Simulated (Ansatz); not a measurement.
Cost and result for the atomization energy of `CO[Si](N)(O)O` (13 atoms, 12 bonds).

Z-matrix (Å, degrees):
```
C
O 1 1.410
H 1 1.095 2 110.9
H 1 1.095 2 111.4 3 -121.0
H 1 1.092 2 108.4 3 119.2
Si 2 1.636 1 123.9 3 76.2
O 6 1.636 2 114.7 1 -61.2
N 6 1.695 2 109.9 1 54.9
O 6 1.640 2 103.2 1 -179.5
H 7 0.958 6 115.5 2 -89.4
H 8 1.005 6 121.7 2 57.6
H 8 1.006 6 119.9 2 -152.5
H 9 0.958 6 114.9 2 -4.0
```

Charge 0, multiplicity 1. All single points use the PBE0-D4/def2-TZVP geometry. It is one conformer, not always the lowest. Program: Ansatz. All runs use 2 threads of an AMD EPYC 7R13 on a shared host and a share of an NVIDIA H100 80 GB. Times are those of one run each, without the atoms' runs, and a repeat can differ threefold. Electronic energies, without spin–orbit coupling; frozen cores. CCSD(T)/CBS adds CCSD(T) − MP2 in def2-TZVPP to the MP2 limit, and its time is that of the two runs behind it. T1 = 0.011. B3LYP takes the VWN-RPA correlation (the form of Gaussian; ORCA's B3LYP/G).

CCSD(T)/CBS is a level of theory with its own doubt, some kJ/mol a heavy atom from the limit and from the frozen cores, so smaller differences don't rank the functionals.

| level | functions | wall time | atomization (kJ/mol) | difference from CCSD(T)/CBS | per bond |
| --- | --- | --- | --- | --- | --- |
| PBE0-D4/def2-TZVPP | 295 | 2 s | 5123.0 | -65.5 | -5.5 |
| PBE-D4/def2-TZVPP (with forces) | 295 | 2.2 s | 5240.1 | 51.6 | 4.3 |
| ωB97X-V/def2-TZVPP | 295 | 2.3 s | 5175.1 | -13.4 | -1.1 |
| B3LYP-D4/def2-TZVPP (with forces) | 295 | 2.4 s | 5153.7 | -34.8 | -2.9 |
| B2PLYP/def2-TZVPP | 295 | 2.5 s | 5109.5 | -79.0 | -6.6 |
| r2SCAN-D4/def2-TZVPP (with forces) | 295 | 2.6 s | 5158.8 | -29.7 | -2.5 |
| ωB97M-V/def2-TZVPP (with forces) | 295 | 3 s | 5186.5 | -2.0 | -0.2 |
| MP2/def2-QZVPP | 565 | 3.8 s | 5243.0 | 54.5 | 4.5 |
| CCSD(T)/def2-TZVPP | 295 | 4.8 s | 5025.5 | -163.0 | -13.6 |
| CCSD(T)/CBS(def2) | – | 8.6 s | 5188.5 | 0.0 | 0.0 |

From PBE to PBE0 (25 % exact exchange), in def2-TZVPP and without D4, the atomization energy moves by −112.8 kJ/mol: exact exchange takes away binding that semilocal exchange gives to molecules. The D4 term adds +43.6 kJ/mol with B3LYP and +23.0 kJ/mol with PBE0; it sums over pairs of atoms, weighted by their polarisabilities, and B3LYP, whose exchange is more repulsive, gets the larger term. In def2-TZVPP, CCSD(T) changes the Hartree–Fock value by +1397.0 kJ/mol (the triples alone add +77.4 kJ/mol) and MP2 by +1516.4 kJ/mol; breaking electron pairs costs correlation energy, which Hartree–Fock lacks.
